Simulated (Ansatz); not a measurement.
Input (CCSDT(Q)/aug-cc-pV(D+d)Z; Ansatz, a first-principles code): A basis named .json is the Basis Set Exchange file of that set.

Ansatz 0.2 input:
```yaml
crystal:
  periodic: [false, false, false]
  atoms:
    - {symbol: Si, position_ang: [1.58785173, -0.37466912, 0.24862184]}
    - {symbol: O, position_ang: [0.10871794, 0.03219111, 0.06179158]}
    - {symbol: Si, position_ang: [-1.56346507, 0.34685224, -0.26187891]}
    - {symbol: H, position_ang: [2.10443998, -1.53859755, -0.47698008]}
    - {symbol: H, position_ang: [2.42256709, 0.42358619, 1.14957102]}
    - {symbol: H, position_ang: [-1.56276556, 1.70118553, -0.82805258]}
    - {symbol: H, position_ang: [-1.97359751, -0.69735969, -1.20916907]}
    - {symbol: H, position_ang: [-2.20180085, 0.24309287, 1.05589695]}
basis:
  gaussian:
    orbitals: aug-cc-pV_D+d_Z.json
total_charge: 1
magnetization: {spin_polarized: false}
correlation: {method: ccsdt_q, electrons: outside_noble_gas}
```

Output:

```
Functional definition: HF
integrals: 0.44 GiB planned
2294 factors; integrals over basis functions are off by at most 2.3e-7 eV
mean field: 0.80 GiB planned
mean field evaluation 1: about -17828.3492 eV, gradient 6.0e1 eV
mean field evaluation 2: about -17828.4574 eV, gradient 6.0e1 eV
mean field evaluation 4: about -17835.6288 eV, gradient 3.6e0 eV
mean field evaluation 8: about -17835.6901 eV, gradient 8.2e-2 eV
mean field evaluation 16: about -17831.1425 eV, gradient 4.9e1 eV
mean field -17835.69008911 eV, -655.4495213098 hartree, gradient 2.0e-6 eV, S^2 0.000000; 0 other end points of the search recorded, 0 dependent functions left out
11 core orbitals not correlated
reference -17835.69008911 eV, -655.4495213098 hartree; 9, 9 occupied and 112, 112 virtual orbitals, 2294 factors
second order -10.43836937 eV of doubles, -0.00000000 eV of singles
coupled cluster: 7.23 GiB planned
cycle   1  -11.06176230 eV  change   -6.2e-1 eV  update   1.1e-1
cycle   2  -11.58809500 eV  change   -5.3e-1 eV  update   5.2e-2
cycle   3  -11.90737563 eV  change   -3.2e-1 eV  update   2.7e-2
cycle   4  -11.89245535 eV  change    1.5e-2 eV  update   8.8e-3
cycle   5  -11.88669338 eV  change    5.8e-3 eV  update   5.4e-3
cycle   6  -11.89245287 eV  change   -5.8e-3 eV  update   1.8e-3
cycle   7  -11.89271881 eV  change   -2.7e-4 eV  update   8.1e-4
cycle   8  -11.89217630 eV  change    5.4e-4 eV  update   3.6e-4
cycle   9  -11.89214069 eV  change    3.6e-5 eV  update   1.2e-4
cycle  10  -11.89230081 eV  change   -1.6e-4 eV  update   5.0e-5
cycle  11  -11.89221026 eV  change    9.1e-5 eV  update   2.5e-5
cycle  12  -11.89221555 eV  change   -5.3e-6 eV  update   8.6e-6
cycle  13  -11.89221726 eV  change   -1.7e-6 eV  update   4.3e-6
cycle  14  -11.89221483 eV  change    2.4e-6 eV  update   1.6e-6
cycle  15  -11.89221640 eV  change   -1.6e-6 eV  update   7.1e-7
cycle  16  -11.89221740 eV  change   -9.9e-7 eV  update   3.0e-7
perturbative correction -0.02211092 eV, -0.0008125615 hartree
Total energy: -17847.60441743 eV, -655.8873647998 hartree
```
